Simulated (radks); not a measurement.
Pt, configuration [Xe] 4f14 5d9 6s1 (the NIST ground configuration). Method: scalar-relativistic Kohn-Sham, r2SCAN, spin-polarised, spherical densities, finite nucleus; open shells are filled with parallel spins first (spin-orbit coupling, left out, can overturn this in heavy ions); meta-GGA in the generalised Kohn-Sham scheme; Fermi nuclear charge, rms radius 5.427 fm; hard spherical wall at 1.5 bohr; computed with a radial shooting solver on a logarithmic mesh with Libxc functionals.

Local quantities along the radius. ELF = 1/(1 + alpha^2) is the electron localisation function; alpha = (tau - tau_W)/tau_unif compares the Pauli kinetic energy density with that of the uniform gas (summed over spins); r v_xc is r times the local exchange-correlation potential of spin up (hartree bohr, multiplicative part alone). tau is taken from the large components.

r (bohr)	ELF	alpha	r v_xc
0.0009317	0.999	0.02260	-0.1440
0.001059	0.999	0.02324	-0.1538
0.001194	0.999	0.02398	-0.1642
0.001346	0.999	0.02488	-0.1758
0.00153	0.999	0.02605	-0.1897
0.001725	0.999	0.02738	-0.2041
0.001945	0.999	0.02899	-0.2199
0.00221	0.999	0.03109	-0.2384
0.002492	0.999	0.03350	-0.2573
0.002833	0.999	0.03668	-0.2792
0.003194	0.998	0.04038	-0.3013
0.003601	0.998	0.04499	-0.3250
0.004093	0.997	0.05123	-0.3519
0.004615	0.997	0.05875	-0.3786
0.005203	0.995	0.06846	-0.4066
0.005913	0.993	0.08218	-0.4378
0.006667	0.990	0.09948	-0.4683
0.007578	0.985	0.1248	-0.5022
0.008544	0.976	0.1579	-0.5353
0.009633	0.960	0.2042	-0.5696
0.01095	0.930	0.2753	-0.6063
0.01234	0.879	0.3712	-0.6359
0.01403	0.789	0.5170	-0.6482
0.01582	0.669	0.7040	-0.6257
0.01784	0.533	0.9368	-0.5826
0.02027	0.411	1.198	-0.5716
0.02286	0.345	1.378	-0.6142
0.02577	0.334	1.413	-0.6940
0.02929	0.381	1.276	-0.7019
0.03302	0.471	1.059	-0.7932
0.03753	0.589	0.8357	-0.9073
0.04232	0.680	0.6857	-0.9862
0.04771	0.732	0.6050	-1.042
0.05423	0.738	0.5965	-1.079
0.06114	0.691	0.6693	-1.096
0.06894	0.589	0.8356	-1.076
0.07835	0.450	1.105	-1.030
0.08834	0.361	1.330	-1.021
0.1004	0.362	1.328	-1.018
0.1132	0.454	1.097	-1.222
0.1276	0.588	0.8378	-1.385
0.1451	0.693	0.6657	-1.493
0.1636	0.719	0.6249	-1.507
0.1859	0.650	0.7336	-1.444
0.2096	0.479	1.042	-1.289
0.2363	0.307	1.502	-1.236
0.2686	0.280	1.604	-1.106
0.3028	0.417	1.181	-1.476
0.3415	0.604	0.8095	-1.673
0.3881	0.706	0.6455	-1.798
0.4376	0.703	0.6501	-1.784
0.4973	0.608	0.8029	-1.655
0.5607	0.457	1.090	-1.519
0.6322	0.347	1.373	-1.466
0.7185	0.370	1.306	-1.446
0.8102	0.509	0.9825	-1.629
0.9134	0.654	0.7277	-1.770
1.038	0.747	0.5816	-1.870
1.171	0.768	0.5502	-1.835
1.33	0.593	0.8292	-1.844

On this mesh the ELF has minima near r = 0.026, 0.088, 0.27, 0.63 bohr, which separate the shells, and maxima near 0.054 (0.74), 0.16 (0.72), 0.39 (0.71), 1.2 (0.77).
